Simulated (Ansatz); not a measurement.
Cost and result for the atomization energy of `OCB(O)O` (10 atoms, 9 bonds).

```xyz
10

O    -0.7545   -0.7845   -1.2819
C    -0.8152    0.1920   -0.2458
B     0.5726    0.1721    0.5101
O     1.5494   -0.6853    0.1150
O     0.7764    1.0185    1.5545
H    -1.5835   -0.7965   -1.7629
H    -1.6291   -0.0223    0.4605
H    -1.0060    1.1954   -0.6506
H     1.2365   -1.2073   -0.6339
H     1.6535    0.9180    1.9350
```

Charge 0, multiplicity 1. The structure was optimised at the PBE0-D4/def2-TZVP level. It is one conformer, not always the lowest. Program: Ansatz. All runs use 4 threads of an Intel Xeon Platinum 8259CL on a shared host. Times are those of one run each, without the atoms' runs, and a repeat can differ threefold. Electronic energies, without spin–orbit coupling; frozen cores. CCSD(T)/CBS adds CCSD(T) − MP2 in def2-TZVPP to the MP2 limit, and its time is that of the two runs behind it. T1 = 0.012. B3LYP takes the VWN-RPA correlation (the form of Gaussian; ORCA's B3LYP/G).

CCSD(T)/CBS is a level of theory with its own doubt, some kJ/mol a heavy atom from the limit and from the frozen cores, so smaller differences don't rank the functionals.

```tsv
level	functions	wall time	atomization (kcal/mol)	difference from CCSD(T)/CBS	per bond
PBE-D4/def2-TZVPP (with forces)	225	2 s	1012.2	23.3	2.6
PBE0-D4/def2-TZVPP	225	2 s	986.6	-2.3	-0.3
B3LYP-D4/def2-TZVPP (with forces)	225	2.9 s	985.7	-3.2	-0.4
r2SCAN-D4/def2-TZVPP (with forces)	225	3.3 s	991.7	2.8	0.3
B2PLYP/def2-TZVPP	225	3.9 s	978.9	-10.0	-1.1
ωB97X-V/def2-TZVPP	225	5.5 s	987.1	-1.8	-0.2
ωB97M-V/def2-TZVPP (with forces)	225	7 s	992.2	3.3	0.4
MP2/def2-QZVPP	435	15 s	1006.0	17.1	1.9
CCSD(T)/def2-TZVPP	225	64 s	962.1	-26.8	-3.0
CCSD(T)/CBS(def2)	–	79 s	988.9	0.0	0.0
```

In def2-TZVPP, CCSD(T) changes the Hartree–Fock value by +256.2 kcal/mol (the triples alone add +15.5 kcal/mol) and MP2 by +284.3 kcal/mol; breaking electron pairs costs correlation energy, which Hartree–Fock lacks. The D4 term adds +5.6 kcal/mol with B3LYP and +2.9 kcal/mol with PBE0; it sums over pairs of atoms, weighted by their polarisabilities, and B3LYP, whose exchange is more repulsive, gets the larger term. From PBE to PBE0 (25 % exact exchange), in def2-TZVPP and without D4, the atomization energy moves by −25.0 kcal/mol: exact exchange takes away binding that semilocal exchange gives to molecules.
